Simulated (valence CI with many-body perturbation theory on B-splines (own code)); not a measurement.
## Pb⁴¹⁺: what the settings do

Calculated by relativistic CI+MBPT: five valence electrons over a frozen Dirac-Fock core [Kr], a basis of 6 s, 6 p, 5 d, 5 f, 1 g functions for each j, with the one-electron correlation potential Σ1 (screened to all orders), the two-electron term Σ2, the three-electron term Σ3, Breit, model QED; selected single and double excitations, second order for the rest, scaled by the run's own slope (own B-spline code, finite nucleus).

No measured spectrum was set against this ion. As an estimate, large intervals hold to a few tenths of a per cent, small ones and those within an open d or f shell to about a per cent. Only levels of the ground parity were solved; by the run's estimate the other parity begins above the list, which can be wrong where configurations are misplaced.

The reference run has the lowest level (4d3/2^4 4d5/2) J=5/2 and an ionisation energy of 2006.06 eV. Its largest variational space holds 10000 state functions.

Levels are named by their leading jj configuration (3d3/2^4 stands for four electrons in 3d with j = 3/2), which in mixed levels can hold well under half, so a name can repeat and another be missing. Letters in brackets count levels of one name in rising energy.

Changed runs:
A. cutoff of virtual states (hartree) 13448 → 3540; logarithmic knot step 0.27 → 0.33
B. selection threshold (hartree) 2e-08 → 1e-05
C. orbitals per symmetry with explicit Σ2 and valence Breit (the others get mean screening factors) 5 → 7
D. start configuration 4d5 → 5d5 (bad on purpose)

Excitation energies of the reference run in cm⁻¹, and shifts in cm⁻¹:

| Level | Reference | A | B | C |
| --- | --- | --- | --- | --- |
| (4d3/2^3 4d5/2^2) J=5/2 [a] | 201493 | -17 | -11 | +4.0 |
| (4d3/2^3 4d5/2^2) J=7/2 [a] | 244308 | -17 | +5.7 | +1.7 |
| (4d3/2^3 4d5/2^2) J=3/2 [a] | 249703 | -17 | -11 | +0.6 |
| (4d3/2^3 4d5/2^2) J=11/2 | 253481 | -16 | -2.5 | +1.3 |
| (4d3/2^3 4d5/2^2) J=9/2 | 269460 | -17 | +7.8 | +0.1 |
| (4d3/2^3 4d5/2^2) J=5/2 [b] | 281236 | -18 | +13 | -0.9 |
| (4d3/2^3 4d5/2^2) J=1/2 | 292585 | -18 | -21 | +0.1 |
| (4d3/2^3 4d5/2^2) J=7/2 [b] | 297003 | -17 | +17 | -0.9 |
| (4d3/2^3 4d5/2^2) J=3/2 [b] | 356508 | -18 | -11 | -5.3 |
| (4d3/2^2 4d5/2^3) J=5/2 [a] | 442731 | -33 | +20 | +4.2 |
| (4d3/2^2 4d5/2^3) J=7/2 [a] | 473800 | -34 | -17 | +3.2 |
| (4d3/2^2 4d5/2^3) J=11/2 | 479647 | -33 | -21 | +3.1 |
| Ionisation energy (eV) | 2006.06 | -0.0098 | -0.011 | +0.00091 |

Run D: It gave no result: the start configuration must fill the lowest shells above the core. The program said: "5d is not the lowest shell of its kind above the core".
